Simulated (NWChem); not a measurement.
System meant: CH₅AlSe; SMILES [CH3][AlH][SeH]

The following NWChem deck was run.

```
start job
memory heap 200 mb stack 900 mb global 1100 mb
geometry units angstroms noautoz
  Al    -0.641625    -1.065917     0.121737
  H     -2.168810    -1.223195     0.528449
  C      0.618269    -2.562819    -0.014408
  H      0.266950    -3.298922    -0.749752
  H      0.696323    -3.091683     0.944868
  H      1.627341    -2.253952    -0.307864
  Se     0.117243     1.101763    -0.336525
  H     -1.209207     1.707526    -0.074289
end
basis spherical
  * library def2-svp
end
dft
  odft
  mult 2
  xc b3lyp
  iterations 150
  mulliken
end
task dft energy
```

End of the output:

```
                                 NWChem DFT Module
                                 -----------------

 Summary of "ao basis" -> "ao basis" (spherical)
 ------------------------------------------------------------------------------
       Tag                 Description            Shells   Functions and Types
 ---------------- ------------------------------  ------  ---------------------
 Al                         def2-svp                 8       18   4s3p1d
 H                          def2-svp                 3        5   2s1p
 C                          def2-svp                 6       14   3s2p1d
 Se                         def2-svp                12       32   5s4p3d

 Summary of "ao basis" -> "ao basis" (spherical)
 ------------------------------------------------------------------------------
       Tag                 Description            Shells   Functions and Types
 ---------------- ------------------------------  ------  ---------------------
 Al                         def2-svp                 8       18   4s3p1d
 H                          def2-svp                 3        5   2s1p
 C                          def2-svp                 6       14   3s2p1d
 Se                         def2-svp                12       32   5s4p3d

      Symmetry analysis of basis
      --------------------------

        a'         62
        a"         27

  number of electrons :                   58
  multiplicity        :                    2
 ------------------------------------------------------------------------
  no. of electrons and multiplicity not compatible                  58
 ------------------------------------------------------------------------
 ------------------------------------------------------------------------
  current input line :
    23: task dft energy
 ------------------------------------------------------------------------
 ------------------------------------------------------------------------
 There is an error in the input file
 ------------------------------------------------------------------------
 For more information see the NWChem manual at https://nwchemgit.github.io

0: no. of electrons and multiplicity not compatible:Received an Error in Communication
```

Find the fault in this run and fix the input.

The input was rejected before any calculation. Cause: the multiplicity doesn't fit the number of electrons (an even count wants an odd multiplicity, and the reverse). This input runs:
```
start job
memory heap 200 mb stack 900 mb global 1100 mb
geometry units angstroms noautoz
  Al    -0.641625    -1.065917     0.121737
  H     -2.168810    -1.223195     0.528449
  C      0.618269    -2.562819    -0.014408
  H      0.266950    -3.298922    -0.749752
  H      0.696323    -3.091683     0.944868
  H      1.627341    -2.253952    -0.307864
  Se     0.117243     1.101763    -0.336525
  H     -1.209207     1.707526    -0.074289
end
basis spherical
  Al library def2-svp
  H library def2-svp
  C library def2-svp
  Se library def2-svp
end
dft
  xc b3lyp
  iterations 150
  mulliken
end
task dft energy
```
It converges to -2684.79855 Ha (B3LYP/def2-SVP).
